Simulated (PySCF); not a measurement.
Level of theory: B3LYP-D3(BJ)/def2-TZVP (PySCF). All species are isolated molecules in the gas phase. One relaxed conformer stands for a flexible species; it need not be the lowest. B3LYP has the VWN-RPA correlation part, as in Gaussian. Excitations are Tamm–Dancoff values on a coarser integration grid. The basis has no diffuse functions, so Rydberg states are missing or too high.

Reference species (SMILES): `[SH][Al]([SH])[Cl]` (H–S–Al–Cl torsion 0°, Cl–Al–S–H torsion 0°) (neutral, multiplicity 1).

- T1 excitation (TDA) = 5.15 eV
- S1 oscillator strength = 0.000
- HOMO = -7.60 eV

Changed species: `[SH][Al]([SH])[SH]` (3 of 3 Cl replaced by SH; the reference has 2 of 3 Cl replaced by SH).

Task: Give the shifts of the T1 excitation (TDA), S1 oscillator strength and HOMO.

Result: the T1 excitation (TDA) rises by 0.10 eV, to 5.25 eV; the S1 oscillator strength stays essentially unchanged; the HOMO increases by 0.15 eV, to -7.45 eV.
